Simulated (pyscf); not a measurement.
Single points on ωB97X-D3(BJ)/def2-SVP structures (PySCF, gas phase). Correlated levels are frozen-core, on RHF or UHF. ΔMP2 is the change of the MP2 total energy from the triple- to the quadruple-zeta basis. Singlets are restricted, triplets unrestricted.

Singlet (Å):
```xyz
4

S      0.5510     0.1872     0.1298
Ge    -0.2668    -0.1593    -1.8896
H      0.7166     1.5194     0.0027
H     -0.3962    -1.7097    -1.5728
```

Triplet (Å):
```xyz
4

S      1.1743     0.4260    -0.1331
Ge     0.0361    -0.3729    -1.8476
H      0.2892     1.3778     0.2314
H     -0.8864    -1.5974    -1.5792
```

### Question
For these two minima of `[SH][GeH]`, which spin state lies lower at CCSD(T)/def2-TZVPP + ΔMP2(QZVPP), and by how much (electronic energies)?

### Answer
The singlet, by 40.9 kcal/mol. Zero-point energy shifts E(triplet) − E(singlet) by -0.6 kcal/mol. Other isomers of HS–GeH: [singlet] were not searched in full and may lie lower. 

E(triplet) − E(singlet) by level (kcal/mol):

```tsv
level	gap
ωB97X-D3(BJ)/def2-TZVP	+41.6
PBE/def2-TZVP	+38.7
r²SCAN/def2-TZVP	+34.7
B3LYP-D3(BJ)/def2-TZVP	+41.0
PBE0-D3(BJ)/def2-TZVP	+36.9
M06-2X/def2-TZVP	+34.5
ωB97M-D3(BJ)/def2-TZVP	+41.2
HF/def2-TZVP	+24.1
MP2/def2-QZVPP	+39.9
CCSD/def2-TZVPP	+37.4
CCSD(T)/def2-TZVPP	+38.4
CCSD(T)/def2-TZVPP + ΔMP2(QZVPP)	+40.9
```

The triplet is the lowest one reached from the SCF start used. The CCSD(T) − MP2 part came from Ansatz, without density fitting, on the same reference. The frozen core leaves the outer d or s,p core shells of the metals and heavy elements correlated in the MP2 and CC values, and def2-TZVPP describes them poorly, which can shift differences by a few kcal/mol. Elements up to Kr have no core potential and no relativistic terms here.
